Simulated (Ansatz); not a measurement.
Gas-phase reaction in SMILES: C[SiH2]O[SiH2]C → C[SiH]O[SiH2]C + H atom (the H-Si bond at the site shown breaks; other sites are not compared here)
Geometries: B3LYP-D3(BJ)/def2-TZVP minima from Ansatz (an electronic-structure program), one conformer each, not searched for the lowest.

Property: bond dissociation energy (electronic energy difference), in eV. Cores are frozen in the correlated levels unless marked. UHF or UKS for open shells. No spin-orbit coupling. No relativistic terms. CBS(X,Y): correlation extrapolated as X^-3; Hartree-Fock from the larger set.

CCSD(T)/CBS(cc-pV(T+d)Z,cc-pV(Q+d)Z) (Ansatz) gives 4.30 eV.

Question: Another calculation gave 4.18 eV. Which level was it?
A. SVWN5/def2-TZVPD (Ansatz)
B. B2GP-PLYP/def2-TZVPD (Ansatz)
C. PBE0/def2-TZVPD (Ansatz)
D. revPBE/def2-TZVPD (Ansatz)

Answer: B, B2GP-PLYP/def2-TZVPD (Ansatz). The others give 4.04 (PBE0), 4.37 (SVWN5), 3.90 (revPBE) eV.
